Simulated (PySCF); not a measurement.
**Spin states of SrF⁺**

Unrestricted PBE0; PySCF, scalar-relativistic core potentials, basis sets Sr def2-SVPD with ECP28, F def2-SVPD. Outer shells of the fragments: Sr+ 5s1; F 2s2 2p5.

Followed along the bond (rough minima from three points):

| 2Ms+1 | unpaired | ⟨S²⟩ at the start | R at minimum (Å) | Te (eV) |
| --- | --- | --- | --- | --- |
| 1 | none | 0.00 | 2.04 | 0.00 |
| 3 | σ ↑, π ↑ | 2.00 | none in the scan | ≤ 5.56 |

Solutions found at the starting distance of 2.425 Å, counted from the lowest of them; the search is not exhaustive and high or unbound solutions are not listed, so other states can lie among these:

```json
{"2Ms+1": "1", "unpaired": "none", "term": "¹Σ⁺", "E (eV)": "0.00", "⟨S²⟩": "0.00", "⟨Lz²⟩": "0.00", "μ (D)": "-10.12"}
{"2Ms+1": "3", "unpaired": "σ ↑, π ↑", "term": "³Π", "E (eV)": "4.82", "⟨S²⟩": "2.00", "⟨Lz²⟩": "1.01", "μ (D)": "-0.78"}
{"2Ms+1": "1", "unpaired": "σ ↑, π ↓", "term": "mixed", "E (eV)": "4.83", "⟨S²⟩": "1.00", "⟨Lz²⟩": "1.01", "μ (D)": "-0.73"}
{"2Ms+1": "3", "unpaired": "σ ↑↑", "term": "³Σ⁺", "E (eV)": "5.14", "⟨S²⟩": "2.00", "⟨Lz²⟩": "0.00", "μ (D)": "-0.83"}
{"2Ms+1": "3", "unpaired": "π ↑, δ ↑", "term": "mixed", "E (eV)": "6.29", "⟨S²⟩": "2.00", "⟨Lz²⟩": "5.00", "μ (D)": "-1.40"}
{"2Ms+1": "3", "unpaired": "π ↑↑", "term": "mixed", "E (eV)": "6.35", "⟨S²⟩": "2.00", "⟨Lz²⟩": "2.00", "μ (D)": "-1.13"}
```

A term symbol is given only where ⟨S²⟩ and ⟨Lz²⟩ are close to those of a pure state; real π, δ and φ orbitals otherwise mix terms. A positive dipole points towards F; it is taken about the centre of mass and depends on that origin.

Counting both spins, an empty level lies below a filled one in some of these solutions, because spin and occupation are held.
